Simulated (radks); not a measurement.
Results of a calculation; reference values are marked as such.
Neutral potassium inside a hard spherical wall (all orbitals vanish at R), configuration held at [Ar] 4s1 and not refilled when levels cross. Level of theory: non-relativistic Kohn-Sham, PBE, spin-polarised, spherical densities, point nucleus; open shells are filled with parallel spins first (a radial shooting solver on a logarithmic mesh with Libxc functionals). Eigenvalues in eV for spin up, with the zero of energy where the potential of the charges vanishes at infinity; a dash marks a level that is unbound or too diffuse for the functional's potential to be trusted. A positive occupied level is held by the wall or, in an anion where self-interaction has pushed it up, behind a barrier. The pressure on the wall is -dE/dV.

R (bohr)  E (hartree)  kinetic (hartree)    e(2p)    e(3s)    e(3p)   e(4s)  e(4p, empty)  e(5s, empty)  pressure (GPa)
free       -599.71047            599.071  -279.86  -34.996  -18.817  -2.534        -0.975             -               0
10         -599.70586            599.099  -279.54  -34.685  -18.510  -2.278        -0.372         3.384          0.0787
8          -599.69095            599.162  -279.01  -34.182  -18.020  -1.671         0.704         7.492           0.514
7          -599.67017            599.234  -278.54  -33.740  -17.592  -0.924         1.902        11.565            1.41
5          -599.51738            599.709  -276.56  -32.033  -15.955   3.848         8.663        31.915            15.8
3          -597.93104            605.069  -263.39  -23.082   -6.575  39.384        49.718        134.24             678
1.5        -569.21715            680.537  -165.75   76.017   98.271  377.96        378.99        830.99           77800
